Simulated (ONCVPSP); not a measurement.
**Pseudopotential generation for Ga (Z = 31): ONCV, PBEsol, scalar-relativistic.**

```
Element                 : gallium (Ga)
Generator               : ONCVPSP 4.0.1
Type                    : optimised norm-conserving Vanderbilt (ONCV)
Functional              : PBEsol
Relativity              : scalar-relativistic
Frozen core             : [Ne]
Valence charge          : 21
Reference configuration : 3s2 3p6 3d10 4s1 (charge +2)
Partial waves           : 3s+4s: rc 0.90 bohr, ncon 4, nbas 8, qcut 17.6 1/bohr, 3 projectors, debl 2.7 Ha; 3p: rc 0.80 bohr, ncon 3, nbas 7, qcut 20.9 1/bohr, 2 projectors, debl 3.7 Ha; 3d: rc 0.90 bohr, ncon 3, nbas 7, qcut 15.3 1/bohr, 1 projector
Local potential         : polynomial inside 0.55 bohr (lpopt 5, dvloc0 0 Ha)
Core correction         : Teter function, fcfact 2.5, rcfact 1.45
```

In the p channel the program set the typed energies aside and used -4.375, 0.250 Ha.

What the tests gave:

```json
{
  "Cutoffs needed": "125 Ha and 153 Ha (the cutoffs (Ha) at which the residual kinetic energy of the hardest occupied pseudo-wave falls to 1 and 0.1 mHa per electron)",
  "Ghost test": "no bound ghost flagged; GHOST(+) flags only above 600 eV",
  "Largest excitation error": "-42 meV (all-electron minus pseudo) for 3s1 3p6 3d10 4s2 4p1, out of 4 test configurations",
  "rms error of d²Exc/dni dnj": "2.20 mHa without and 1.34 mHa with the model core"
}
```

Generation and tests took about 8.4 s on one core of a shared server CPU.
